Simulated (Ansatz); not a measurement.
`O[Si]([SiH3])([SiH3])Cl`, charge 0, multiplicity 1.

Q: Give a relaxed structure at PBE0-D4/def2-TZVP (Ansatz). (An estimate is asked.)

A: The calculation gave: 
Cartesian coordinates in Å:
```
O 2.0361 -0.0013 -0.3883
Si 0.4882 0.4422 -0.0465
Si -1.0087 -0.1815 -1.7426
Si 0.0107 -0.3993 2.0836
Cl 0.3546 2.5149 0.0504
H 2.4140 0.2872 -1.2218
H -2.3659 0.3399 -1.4337
H -1.0712 -1.6635 -1.8636
H -0.5479 0.3869 -3.0398
H 0.9658 0.1560 3.0773
H 0.0986 -1.8839 2.0797
H -1.3744 0.0023 2.4454
```
This is one stationary point; other conformers may exist.
